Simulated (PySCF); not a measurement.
C3H5GaO2.
Cartesian coordinates in Å at the PBE0-D3(BJ)/def2-SVP level; atoms count from 1:
```xyz
11
C3H5GaO2 angstrom
C      1.3376    0.3512   -0.2123
C      1.0326   -0.9887    0.0446
O     -0.1107   -1.4828    0.2557
Ga    -1.7967   -0.4785    0.2827
O     -0.8798    1.2156   -0.1036
C      0.3647    1.3539   -0.2679
H      2.3793    0.6266   -0.3760
H      1.8709   -1.7093    0.0691
H     -2.5926   -0.8740   -1.0018
H     -2.2736   -0.4164    1.7687
H      0.7031    2.3856   -0.4778
```

Computed with PBE0-D3(BJ)/def2-SVP geometry optimisation, gas phase (PySCF 2.14.0).

Question: Which atoms are bound to Ga4, and at what distances?

Answer: 4 atoms: H10 1.562 Å, H9 1.562 Å, O3 1.963 Å, O5 1.965 Å. The nearest atom not counted as bound is C2, at 2.88 Å (others tie with it).

Question: List the angles at Ga4.

Answer: 
```csv
angle,degrees,distance of the outer atoms (Å)
H9–Ga4–H10,129.6,2.83
O3–Ga4–H9,107.3,2.85
O3–Ga4–H10,107.2,2.85
O5–Ga4–H10,107.2,2.85
O5–Ga4–H9,107.1,2.85
O3–Ga4–O5,92.2,2.83
```

Question: Describe the arrangement about Ga4 in numbers.

Answer: Angles from 92.2° to 129.6°; τ4 = (360° − α − β)/141° = 0.87 with α and β the two widest (0 for a square, 1 for a tetrahedron). Differences among atoms that C2v makes equivalent are scatter left by the optimiser.

Question: What are the other bond lengths?

Answer: C1=C2, C1–C6 1.398 Å; C2–O3, O5=C6 1.263 Å; C1–H7 1.090 Å; C2–H8, C6–H11 1.106 Å.

Question: Give some angles away from the centre.

Answer: C2–C1–C6 122.9°, C1–C2–O3 127.1°, C2–O3–Ga4 125.4°.

Question: What are the rotational constants (commonest isotopes, rigid rotor)?

Answer: A = 4453, B = 2220, C = 1517 MHz: an asymmetric top.

Point group: C2v (every atom within 0.08 Å of its image). Charge 0, singlet. Whether it is a minimum is left open (no frequencies).

The run took 87 s of wall time on one thread, Arm Neoverse V1 (aarch64), no GPU (shared host), and the process peaked at 0.54 GiB of memory. These figures are those of the optimisation.
